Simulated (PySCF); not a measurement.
O₄Pt, SMILES [O]=[Pt+2](=[O])(=[O])=[O], charge +2, multiplicity 1. Atoms are numbered in the order given.

```xyz
5

Pt     0.0000     0.0000     0.0000
O      0.9944     0.9944     0.9944
O     -0.9944     0.9944    -0.9944
O     -0.9944    -0.9944     0.9944
O      0.9944    -0.9944    -0.9944
```
Charge +2, spin multiplicity 1.

The structure is a stationary point at B3LYP-D3(BJ)/def2-SVP. The spin state was assumed, not searched. The def2 effective core potentials stand for the cores of Pt; spin–orbit coupling is left out.

All values below come from TDA-ωB97X/def2-SVPD run with PySCF.

Vertical excitations; the highest root listed may be one member of a degenerate set. Gas-phase values at a fixed geometry. State labels are in the subgroup D2.

Computed UV-visible absorptions:
```csv
state,symmetry,energy (eV),λ (nm),f,main pairs
S1,B3,1.66,746,0.000,"HOMO→LUMO, HOMO→LUMO+1 (degenerate set)"
S2,B2,1.66,746,0.000,"HOMO−1→LUMO, HOMO−1→LUMO+1 (degenerate set)"
S3,B1,1.66,746,0.000,HOMO−2→LUMO+1 (degenerate set)
S4,B3,2.36,526,0.002,"HOMO→LUMO+1, HOMO−3→LUMO, HOMO→LUMO, HOMO−3→LUMO+1 (degenerate set)"
S5,B2,2.36,526,0.002,"HOMO−1→LUMO+1, HOMO−4→LUMO, HOMO−1→LUMO, HOMO−4→LUMO+1 (degenerate set)"
S6,B1,2.36,526,0.002,"HOMO−2→LUMO, HOMO−5→LUMO+1 (degenerate set)"
S7,B3,2.59,479,0.000,"HOMO−3→LUMO+1, HOMO−3→LUMO (degenerate set)"
S8,B2,2.59,479,0.000,"HOMO−4→LUMO+1, HOMO−4→LUMO (degenerate set)"
S9,B1,2.59,479,0.000,HOMO−5→LUMO (degenerate set)
S10,B3,3.57,347,0.003,"HOMO−1→LUMO+2 27 %, HOMO−2→LUMO+3 27 %, HOMO−3→LUMO 21 %, HOMO→LUMO+1 10 %"
T1,B3,0.64,1932,0,"HOMO→LUMO+1, HOMO→LUMO (degenerate set)"
T2,B2,0.64,1932,0,"HOMO−1→LUMO+1, HOMO−1→LUMO (degenerate set)"
T3,B1,0.64,1932,0,HOMO−2→LUMO (degenerate set)
T4,B2,1.18,1047,0,"HOMO−1→LUMO 66 %, HOMO−1→LUMO+1 22 %"
```
Triplets are in the Tamm–Dancoff approximation.
